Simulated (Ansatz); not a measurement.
Ansatz results at the PBE0-D4/def2-TZVP geometry: HOMO–LUMO gap (B3LYP/def2-TZVPP) 5.04 eV; HOMO–LUMO gap (PBE/def2-TZVPP) 3.41 eV; HOMO–LUMO gap (PBE0/def2-TZVPP) 5.57 eV.

Each molecule was computed in one conformer, which needn't be the lowest.

Problem. Which molecule gave them?
A. `C[O][Zr]1234([OH])([O]C)[C@@H]5[C@H]1[C@H]2[C@@]3([SiH3])[C@@H]54`
B. `C[C@@]12[C@H]3[C@H]4[C@H]5[C@@H]1[Na]4532`
C. `[CH3][Zr]1234([F])([F])[C@@H]5[C@H]1[C@H]2[C@@]3([SiH3])[C@@H]54`
D. `CC[C@@]12[C@H]3[C@H]4[C@H]5[C@@H]1[Ti]4532([OH])([F])[F]`

Solution. D. The others give `C[C@@]12[C@H]3[C@H]4[C@H]5[C@@H]1[Na]4532`: 3.14, 2.13, 3.63; `C[O][Zr]1234([OH])([O]C)[C@@H]5[C@H]1[C@H]2[C@@]3([SiH3])[C@@H]54`: 6.37, 4.73, 6.77; `[CH3][Zr]1234([F])([F])[C@@H]5[C@H]1[C@H]2[C@@]3([SiH3])[C@@H]54`: 5.92, 4.24, 6.38.

B3LYP here is the variant with VWN-RPA as its local correlation; programs differ in this.
